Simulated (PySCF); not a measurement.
**Assigning NMR signals**

Atom-mapped SMILES (the numbers label the heavy atoms): `[CH3:1]/[C:2](=[CH:3]/[CH:4]([CH3:5])[CH3:6])[C:7](=[O:8])[Cl:9]`. Hydrogens are named by the atom that carries them.

- geometry: GFN2-xTB
- PBE0/pcSseg-1 with gauge-including orbitals
- code: PySCF 2.14.0 with density-fitted response routines
- no relativistic terms, a single conformation, averaged over atoms made equivalent by symmetry, fast rotation or ring inversion, gas phase

Scale: 13C (σ = 186.93 ppm) and 1H (σ = 31.72 ppm) vs TMS (reference shieldings calculated alike).

(1) Assign these signals to the numbered atoms. 13C{1H} NMR (computed): δ 176.7, 172.9, 133.8, 33.9, 26.8, 23.9.

(2) Assign these signals to the numbered atoms. 1H NMR (300 MHz, computed): δ 6.67 (d, 1H), 3.37 (m, 1H), 2.19 (s, 3H), 1.04 (d, 6H).

Results:

(1) 
| δ (ppm) | atoms | environment | reason |
| --- | --- | --- | --- |
| 176.7 | C7 | carbonyl carbon | – |
| 172.9 | C3 | β carbon of a C=C–C=O unit | conjugation with the carbonyl draws π density from the β position |
| 133.8 | C2 | α carbon of a C=C–C=O unit | the olefinic region |
| 33.9 | C4 | allylic sp3 CH | aliphatic region, no heteroatom directly attached |
| 26.8 | C1 | allylic methyl carbon | a saturated carbon with 1 carbon neighbour and no heteroatom attached |
| 23.9 | C5/C6 | methyl carbon | aliphatic region, no heteroatom directly attached |

(2) 
6.67 → H(C3), hydrogen on a β carbon of a C=C–C=O unit: attached to an sp2 carbon and in the plane of the double bond
3.37 → H(C4), hydrogen on an allylic sp3 CH
2.19 → H(C1), hydrogen on an allylic methyl carbon: allylic position
1.04 → H(C5)/H(C6), hydrogen on a methyl carbon

Carbons that carry Cl, above all several Cl atoms, come out too deshielded, partly because spin–orbit coupling is missing. Shifts are as computed. Against solution values, carbons near 30 ppm lie about +3 ppm off and those near 130 ppm about +5 ppm; carbons on Cl a further +6 ppm. Of 1211 compounds with measured shifts, 218 miss one by over three times the rms of a fit or turn the order of signals round; such compounds aren't used in these exercises. Multiplicities follow the n + 1 count of equivalent neighbours, as no J values were calculated; m marks all less simple cases, F and P coupling included.
